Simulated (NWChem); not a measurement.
# CH4Al (+1)

SMILES: [CH3][AlH+]
```xyz
6

Al     0.3971     0.6127     0.0000
C     -0.6437    -0.9932     0.0000
H     -0.4131    -1.5971     0.9041
H     -0.4131    -1.5971    -0.9041
H     -1.7272    -0.7456     0.0000
H      1.2537     1.9341     0.0000
```
Charge +1, spin multiplicity 1.

Everything below was run with NWChem. The geometry was optimised at PBE/def2-SVP, a minimum by its harmonic frequencies.

Symmetry labels belong to the abelian group Cs used in the runs, with the axes of the coordinates shown; states degenerate in a higher group split over its labels.

B3LYP has NWChem's definition, with VWN1-RPA local correlation. The spin multiplicity of the parent species was assumed, not shown to be that of its ground state. The structure started from a generated list of species.

Task: List the lowest 6 singlet excitations that TD-B3LYP/def2-SVPD, VWN1-RPA local correlation gives, with oscillator strengths.

Result: 
```json
[
 {"state": "1", "symmetry": "a'", "energy (eV)": "5.87", "wavelength (nm)": "211", "f": "0.000"},
 {"state": "2", "symmetry": "a\"", "energy (eV)": "5.87", "wavelength (nm)": "211", "f": "0.000"},
 {"state": "3", "symmetry": "a'", "energy (eV)": "7.49", "wavelength (nm)": "165", "f": "0.298"},
 {"state": "4", "symmetry": "a\"", "energy (eV)": "7.96", "wavelength (nm)": "156", "f": "0.000"},
 {"state": "5", "symmetry": "a'", "energy (eV)": "8.02", "wavelength (nm)": "155", "f": "0.000"},
 {"state": "6", "symmetry": "a\"", "energy (eV)": "8.02", "wavelength (nm)": "155", "f": "0.000"}
]
```
